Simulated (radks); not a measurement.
Correlation energies from several functionals, in hartree. Species: Sn2+ [Kr] 4d10 5s2; Ag [Kr] 4d10 5s1; Ba2+ [Xe]; Kr3+ [Ar] 3d10 4s2 4p3; Ar3+ [Ne] 3s2 3p3. All-electron calculation, non-relativistic Kohn-Sham, PBE, spin-polarised, spherical densities, point nucleus. Program: a radial shooting solver on a logarithmic mesh with Libxc functionals. Every spin shell is full or empty, so the densities are truly spherical. Functionals are evaluated on that one density, not self-consistently.

functional     Sn2+       Ag     Ba2+     Kr3+      Ar3+
PW92        -4.6736  -4.4414  -5.2977  -3.0856   -1.2300
VWN5        -4.6941  -4.4611  -5.3202  -3.1004   -1.2364
PZ          -4.6721  -4.4389  -5.2984  -3.0796   -1.2234
PBEsol      -2.9392  -2.8002  -3.3623  -1.8655  -0.66395
LYP         -2.4754  -2.3649  -2.7935  -1.6224  -0.62046
P86         -2.9440  -2.8016  -3.3760  -1.8552  -0.64586
PW91        -2.8085  -2.6706  -3.2157  -1.7747  -0.62622
OP (B88)    -2.4048  -2.2945  -2.7200  -1.5618  -0.59355
TPSS        -2.5999  -2.4736  -2.9787  -1.6322  -0.57075
B95         -3.1791  -2.9952  -3.6574  -1.9797  -0.67747
Tao-Mo      -2.5108  -2.3864  -2.8800  -1.5580  -0.51868
